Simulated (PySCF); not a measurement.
Xe²⁷⁺ (xenon, charge +27) across methods

[Ar] 3d9, 2D determinant. Computed with PySCF 2.14 in an even-tempered Gaussian basis (17 s from 3.4 bohr⁻², ratio 2.5; 11 p from 4.4 bohr⁻², ratio 2.5; 8 d from 4.4 bohr⁻², ratio 2.5; 4 f from 22 bohr⁻², ratio 2.7; 3 g from 32 bohr⁻², ratio 2.7), with no relativity, point nucleus.

| method | E (hartree) | mean ε 3p β (eV) | mean ε 3d α (eV) | mean ε 3d β (eV) | Σ⟨r²⟩ (bohr²) | ⟨S²⟩ |
| --- | --- | --- | --- | --- | --- | --- |
| r2SCAN0 | -6852.90 | -1780.3 | -1560.2 | -1555.7 | 1.725 | 0.750 |
| LDA | -6846.47 | -1760.3 | -1545.3 | -1541.2 | 1.728 | 0.750 |
| r2SCANh | -6852.87 | -1773.0 | -1553.8 | -1549.4 | 1.725 | 0.750 |
| r2SCAN | -6852.85 | -1768.1 | -1549.5 | -1545.2 | 1.725 | 0.750 |
| PBE | -6852.13 | -1761.1 | -1545.4 | -1541.5 | 1.727 | 0.750 |
| PBE0 | -6852.37 | -1775.3 | -1557.3 | -1553.0 | 1.726 | 0.750 |

Q: Estimate the same row for UHF.

A: E (hartree) = -6851.56924; mean ε 3p β (eV) = -1815.7; mean ε 3d α (eV) = -1590.8; mean ε 3d β (eV) = -1585.3; Σ⟨r²⟩ (bohr²) = 1.724; ⟨S²⟩ = 0.750.

A non-relativistic calculation at this Z misses sizeable relativistic shifts. Spin-orbit coupling, absent here, splits the open shell strongly.
